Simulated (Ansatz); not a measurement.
The cluster Ir₄, relaxed as a triplet with UKS r2SCAN-D4/def2-SVP in Ansatz, starting from the r2SCAN-D4/def2-SVP geometry of the neutral singlet. Force threshold 0.02 eV/Å.

In the def2 sets Ir takes a core potential; there is no spin–orbit coupling. The charge 0 triplet is spin-contaminated (final ⟨S²⟩ up to 2.84, 2.00 for a pure state). The relaxation made no stability test and no search for a lower SCF solution. At r2SCAN-D4/def2-SVP a quintet of charge 0 lies 0.12 eV below the triplet, each at its own geometry. The structure comes from a short search, and lower isomers may exist.

Start:

Cartesian coordinates in Å:
```
Ir -0.589 0.080 -1.095
Ir -1.345 1.163 0.888
Ir 1.043 -1.584 -0.594
Ir 0.891 0.342 0.801
```

```csv
step,energy (eV),largest force component (eV/Å),SCF passes
1,-11360.4009,0.978,273
2,-11360.4502,0.482,69
3,-11360.4669,0.104,72
4,-11360.4691,0.120,74
5 (rejected),-11360.4160,1.113,88
6,-11360.4841,0.482,103
7,-11360.5074,0.335,66
8,-11360.5137,0.254,51
9,-11360.5163,0.144,58
10,-11360.5172,0.027,60
11,-11360.5173,0.006,59
12,-11360.5173,0.003,58
```

Force components are those of the run's own axes.

End:

```tsv
atom	x (Å)	y (Å)	z (Å)
Ir1	-0.541	0.182	-1.192
Ir2	-1.348	1.012	0.931
Ir3	0.938	-1.611	-0.475
Ir4	0.951	0.417	0.736
```

By distances, no bond broke or formed. The bond that changes most is Ir1–Ir3, from 2.38 to 2.43 Å (atoms count from 1).

The force fell under the threshold at step 11, but the optimiser went on. No frequencies were taken in this run, so the end may be a saddle point.

Hardware: 4 threads of Arm Neoverse V1 on a shared host. Wall time 2.6 min.
